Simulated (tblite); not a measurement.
Species: C3H10FPSi.
SMILES with atom numbers: `[F:1][CH2:2][CH2:3][CH2:4][SiH2:5][PH2:6]` (hydrogens: H7, H8 on C2; H9, H10 on C3; H11, H12 on C4; H13, H14 on Si5; H15, H16 on P6)

Computed with GFN2-xTB (tblite), gas phase: Langevin dynamics at 200 K from the optimised GFN2-xTB geometry, time step 0.5 fs, friction 0.01 fs⁻¹, 2000 steps.

Start geometry:
```
atom  x, y, z in Å
F1     -3.152   -0.107    0.341
C2     -2.345    0.568   -0.546
C3     -0.929    0.680    0.001
C4     -0.262   -0.684    0.150
Si5     1.511   -0.546    0.833
P6      2.572    0.965   -0.444
H7     -2.374    0.002   -1.484
H8     -2.799    1.554   -0.690
H9     -0.351    1.308   -0.681
H10    -0.970    1.179    0.971
H11    -0.255   -1.184   -0.821
H12    -0.864   -1.303    0.816
H13     1.507   -0.016    2.201
H14     2.134   -1.876    0.831
H15     3.833    0.678    0.043
H16     2.737    0.125   -1.532
```

The statistics below take the 31 frames saved every 25 fs from 250 to 1000 fs; their kinetic temperature (all 3N coordinates) averages 207 K.

Task: How do the bond lengths spread?

Result: 
```csv
bond,start (Å),mean (Å),standard deviation (Å),shortest (Å),longest (Å)
F1–C2,1.376,1.378,0.030,1.331,1.446
C2–C3,1.522,1.521,0.024,1.469,1.570
C3–C4,1.525,1.534,0.030,1.479,1.600
C4–Si5,1.905,1.909,0.028,1.861,1.977
Si5–P6,2.245,2.251,0.024,2.204,2.297
C2–H7,1.096,1.104,0.031,1.028,1.191
C2–H8,1.095,1.103,0.027,1.056,1.160
C3–H9,1.093,1.093,0.021,1.048,1.155
C3–H10,1.092,1.097,0.023,1.048,1.139
C4–H11,1.092,1.097,0.020,1.062,1.136
C4–H12,1.090,1.094,0.028,1.029,1.154
Si5–H13,1.467,1.473,0.033,1.403,1.545
Si5–H14,1.469,1.478,0.044,1.412,1.604
P6–H15,1.382,1.382,0.020,1.347,1.423
P6–H16,1.385,1.390,0.034,1.325,1.472
```

Task: Give the same statistics for bond angles, one of each kind among heavy atoms.

Result: 
```tsv
angle	start (°)	mean (°)	standard deviation (°)	smallest (°)	largest (°)
F1–C2–C3	110.5	109.9	2.5	105.3	115.0
C2–C3–C4	112.1	111.0	2.8	103.1	115.1
C3–C4–Si5	112.2	113.4	3.9	104.7	120.2
C4–Si5–P6	106.6	106.0	3.3	100.3	111.7
```

Task: How far does each atom move about its mean position (frames aligned on the start, all atoms weighted alike), and what rms force does it feel?

Result: 
| atom | rms displacement (Å) | rms force (eV/Å) |
| --- | --- | --- |
| F1 | 0.34 | 0.99 |
| C2 | 0.18 | 1.61 |
| C3 | 0.15 | 1.58 |
| C4 | 0.27 | 1.60 |
| Si5 | 0.17 | 1.21 |
| P6 | 0.58 | 0.92 |
| H7 | 0.34 | 0.93 |
| H8 | 0.42 | 0.92 |
| H9 | 0.40 | 0.77 |
| H10 | 0.32 | 0.82 |
| H11 | 0.53 | 0.71 |
| H12 | 0.50 | 0.94 |
| H13 | 0.55 | 0.61 |
| H14 | 0.48 | 0.76 |
| H15 | 0.38 | 0.49 |
| H16 | 0.93 | 0.69 |

The displacements run from 0.15 to 0.93 Å, the largest at H16.

Task: Follow the torsions F1–C2–C3–C4, C2–C3–C4–Si5 and C3–C4–Si5–P6 through every second one of these frames.

Result: 
```csv
t (fs),F1–C2–C3–C4 (°),C2–C3–C4–Si5 (°),C3–C4–Si5–P6 (°)
250,80,179,-53
300,64,-174,-50
350,49,179,-41
400,56,164,-44
450,57,158,-55
500,62,157,-73
550,51,172,-88
600,60,175,-97
650,61,-173,-106
700,61,-172,-109
750,58,-176,-114
800,55,-169,-119
850,66,-167,-133
900,52,-160,-134
950,59,-166,-129
1000,76,-170,-140
```

Largest departure from the start value over all these frames: F1–C2–C3–C4 16° (start 64°), C2–C3–C4–Si5 24° (start 180°), C3–C4–Si5–P6 89° (start -51°).

Task: How widely does the potential energy scatter, against a harmonic estimate?

Result: Mean 0.41 eV above the start, standard deviation 0.065 eV, range 0.27 to 0.54 eV. For 42 classical harmonic modes at 200 K the canonical values are 42kT/2 = 0.36 eV and kT·√(42/2) = 0.079 eV.

The run is classical and short, so these are rough statistics of one trajectory.

What follows is the cost of the whole dynamics run. Time: 13 s wall; peak memory 0.18 GiB. Hardware: one thread of an AMD EPYC 9R14, no GPU, shared host with 192 logical CPUs at a one-minute load of 69.
